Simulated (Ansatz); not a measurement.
The cluster Sn5⁻ (the lowest doublet isomer of a short search). Charge -1, multiplicity 2. Geometry PBE-D4/def2-SVPD, basis def2-TZVPD, Ansatz.

```xyz
5

Sn    0.671   -0.329   -1.533
Sn    2.099   -0.545    0.951
Sn    0.097    1.733    0.700
Sn   -0.824   -1.370    0.965
Sn   -2.041    0.511   -1.084
```

```csv
run,HOMO (eV),LUMO (eV)
A,-0.87,-0.55
B,-1.60,0.06
C,-0.68,-0.43
D,-2.07,0.77
E,-1.06,-0.44
```

In the def2 sets Sn takes a core potential; there is no spin–orbit coupling. The structure comes from a short search, and lower isomers may exist.

HOMO and LUMO are taken over both spins.

Problem. The runs used BHLYP, BLYP, PBE, PBE0, r2SCAN. Estimate which is which.

Solution. A PBE (0 % exact exchange); B PBE0 (25 % exact exchange); C BLYP (0 % exact exchange); D BHLYP (50 % exact exchange); E r2SCAN (0 % exact exchange). Exact exchange lowers occupied and raises empty levels; among semilocal functionals meta-GGAs tend to open the gap a little, and such runs are hard to tell apart. The gap grows from 0.25 eV (BLYP) to 2.84 eV (BHLYP).
